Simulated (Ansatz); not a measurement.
This geometry of CH9NOSi2 (14 atoms, charge 0, multiplicity 1) is a first-order saddle point.

All numbers below come from RKS PBE-D4/def2-SVP in Ansatz 0.2.0.

```xyz
14
Properties=species:S:1:pos:R:3
N -1.547 2.206 0.780
C -0.802 1.011 0.591
O -0.170 0.952 -0.708
Si 0.765 -0.323 -1.294
Si 1.001 -2.093 0.252
H -0.941 3.031 0.687
H -2.283 2.292 0.068
H -1.484 0.137 0.711
H -0.022 0.943 1.384
H 2.138 0.184 -1.654
H 0.142 -0.869 -2.554
H 1.860 -3.165 -0.367
H 1.661 -1.634 1.526
H -0.331 -2.702 0.608
```

**Question.** Which two structures does it join? (They come from a converged band through this point; their orientation in space is the band's.)

**Answer.** No bond is made or broken. The dihedral C2–O3–Si4–Si5 goes from 58 to -59°.

Initial state:

```xyz
14
Properties=species:S:1:pos:R:3
N -1.261 2.323 0.942
C -0.285 1.317 0.703
O -0.295 0.846 -0.661
Si 0.724 -0.371 -1.233
Si 0.452 -2.383 -0.022
H -1.103 3.133 0.330
H -2.203 1.969 0.733
H -0.474 0.459 1.391
H 0.724 1.727 0.942
H 2.178 0.046 -1.162
H 0.350 -0.577 -2.672
H 1.302 -3.470 -0.630
H 0.863 -2.219 1.419
H -0.987 -2.828 -0.051
```

Final state:

```xyz
14
Properties=species:S:1:pos:R:3
N -1.769 2.112 0.599
C -1.236 0.874 0.142
O 0.082 1.013 -0.427
Si 0.951 -0.277 -1.082
Si 1.326 -1.985 0.509
H -1.154 2.527 1.310
H -1.828 2.785 -0.176
H -1.924 0.444 -0.623
H -1.194 0.160 0.999
H 2.259 0.300 -1.541
H 0.233 -0.872 -2.275
H 2.211 -3.054 -0.078
H 1.999 -1.426 1.736
H 0.032 -2.630 0.937
```

**Question.** How far does it lie above each of them?

**Answer.** 1.2 kcal/mol above the first and 1.2 kcal/mol above the second. This is the barrier of this one path; another mechanism may lie lower.

The run took 59 s on 2 threads of Intel(R) Xeon(R) 6975P-C (Granite Rapids), on a shared host, peak memory 0.18 GiB.
